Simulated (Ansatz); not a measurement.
Geometry optimisation, Ansatz 0.2.0, RKS PBE/def2-SVP.

Input:

```yaml
crystal:
  periodic: [false, false, false]
  atoms:
    - { symbol: Ge, position_ang: [0.0, 0.0, 0.0] }
    - { symbol: C, position_ang: [0.0, 0.0, 1.96] }
    - { symbol: H, position_ang: [-0.9996, -0.3092, 2.3305] }
    - { symbol: H, position_ang: [0.7676, -0.7111, 2.3305] }
    - { symbol: H, position_ang: [0.232, 1.0203, 2.3305] }
    - { symbol: C, position_ang: [1.8483, 0.0, -0.6527] }
    - { symbol: H, position_ang: [2.196, -1.0463, -0.7809] }
    - { symbol: H, position_ang: [1.8968, 0.5276, -1.6281] }
    - { symbol: H, position_ang: [2.5002, 0.5187, 0.0808] }
    - { symbol: C, position_ang: [-0.9232, 1.5994, -0.6527] }
    - { symbol: H, position_ang: [-1.9758, 1.3458, -0.8971] }
    - { symbol: H, position_ang: [-0.9048, 2.384, 0.1322] }
    - { symbol: H, position_ang: [-0.4128, 1.976, -1.5636] }
    - { symbol: C, position_ang: [-0.9232, -1.5994, -0.6527] }
    - { symbol: H, position_ang: [-1.4228, -2.1111, 0.1962] }
    - { symbol: H, position_ang: [-1.6833, -1.3066, -1.4068] }
    - { symbol: H, position_ang: [-0.1873, -2.288, -1.1178] }
basis:
  gaussian: { orbitals: def2-SVP }
hamiltonian:
  xc: pbe
relax:
  f_tol: 0.02
  max_steps: 40
```

Launched with:

```bash
$ ansatz run input.yaml --threads 4 --pin off --max-ram 5120MiB --backend cpu --events-out ev --progress --plain --runs-dir out
```

Question: Where does it end, and by what steps?

Answer: It converged. The force dipped under the threshold on the way, but the program's further checks kept it going. After 12 steps the energy has fallen by 0.146 eV; H16 moved furthest, 0.93 Å.

```tsv
step	energy less start (eV)	largest force component (eV/Å)	accepted
0	0.0000	0.174	yes
1	-0.0613	0.177	yes
2	-0.0820	0.216	yes
3	-0.0981	0.368	yes
4	-0.1178	0.193	yes
5	-0.1347	0.016	yes
6	-0.1236	0.614	no
7	-0.1397	0.071	yes
8	-0.1418	0.204	yes
9	-0.1447	0.066	yes
10	-0.1459	0.052	yes
11	-0.1464	0.024	yes
12	-0.1465	0.011	yes
```

```xyz
17
Properties=species:S:1:pos:R:3
Ge 0.001 0.000 0.001
C 0.021 -0.121 1.973
H -1.012 -0.179 2.373
H 0.571 -1.025 2.305
H 0.515 0.766 2.416
C 1.856 0.101 -0.672
H 2.432 -0.797 -0.372
H 1.869 0.166 -1.779
H 2.372 0.995 -0.268
C -0.989 1.618 -0.549
H -2.034 1.584 -0.180
H -0.508 2.530 -0.142
H -1.016 1.706 -1.654
C -0.886 -1.598 -0.749
H -1.930 -1.675 -0.385
H -0.908 -1.551 -1.856
H -0.347 -2.520 -0.453
```

Whether the end is a true minimum wasn't checked by a vibrational analysis.

Time of the run: 18 s on 4 threads of Intel(R) Xeon(R) Platinum 8488C (Sapphire Rapids), with other jobs on the host, peak memory 0.24 GiB.
